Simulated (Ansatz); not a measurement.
`[OH][Sc]([F])[F]` + CH₃OH → `C[O][Sc]([F])[F]` + H₂O at 500 K and 1 bar (ligand exchange at the Sc–O bond).

Isolated molecules relaxed with PBE0-D4/def2-TZVP in Ansatz; ΔE leaves out vibrations. CCSD(T)/CBS adds triple-zeta CCSD(T) − MP2 to the extrapolated MP2 energy (def2 sets, frozen cores). This one scheme is used for every species. For Sc outer-core shells are correlated without core-valence functions, which leaves a few kJ/mol of doubt a bond. Scalar relativity is left out up to krypton. One conformer a species, not always the lowest.

```json
{"species": "`[OH][Sc]([F])[F]`", "CCSD(T)/CBS energy (Eh)": "-1035.77673", "H − E (kJ/mol)": "78.6", "S (J/(mol·K))": "366.6"}
{"species": "CH₃OH", "CCSD(T)/CBS energy (Eh)": "-115.61712", "H − E (kJ/mol)": "157.0", "S (J/(mol·K))": "265.4"}
{"species": "`C[O][Sc]([F])[F]`", "CCSD(T)/CBS energy (Eh)": "-1075.01863", "H − E (kJ/mol)": "162.8", "S (J/(mol·K))": "434.8"}
{"species": "H₂O", "CCSD(T)/CBS energy (Eh)": "-76.37941", "H − E (kJ/mol)": "73.2", "S (J/(mol·K))": "206.3"}
```

H − E and S are ideal-gas, rigid-rotor, harmonic terms from PBE0-D4/def2-TZVP, for one conformer and one mirror image of each species. 1 Eh = 2625.50 kJ/mol, R = 8.31446 J/(mol·K).

Q: By hand: ΔE, ΔH, ΔS and ΔG.

A: ΔE = (-1075.01863) + (-76.37941) − (-1035.77673) − (-115.61712) = -0.00419 Eh = -11.0 kJ/mol. Δ(H − E) = 162.8 + 73.2 − 78.6 − 157.0 = 0.4, so ΔH = -10.6 kJ/mol. ΔS = 434.8 + 206.3 − 366.6 − 265.4 = 9.1 J/(mol·K). ΔG = -10.6 − 500 × (9.1)/1000 = -15.1 kJ/mol.

Q: By hand: the equilibrium constant, and the temperature at which ΔG would vanish if ΔH and ΔS stayed fixed.

A: log₁₀ K = −ΔG/(RT ln 10) = 1.6. ΔH and −TΔS have one sign here, so there is no such temperature.

TΔS isn't small against ΔH here. A doubt of 5 kJ/mol in ΔE shifts log₁₀ K by 0.5 here. Other conformers and mirror images would add mixing entropy, several J/(mol·K) or more a flexible species. Modes under 60 cm⁻¹, often nearly free rotors, make the harmonic entropy too high. These are equilibria of isolated gas molecules and say nothing of rates. Largest T1 diagnostic: 0.017 (customary marks: 0.02 for closed shells, 0.045 for open ones).

ΔS is within the doubt of such terms, so its sign, and with it that verdict, could turn.
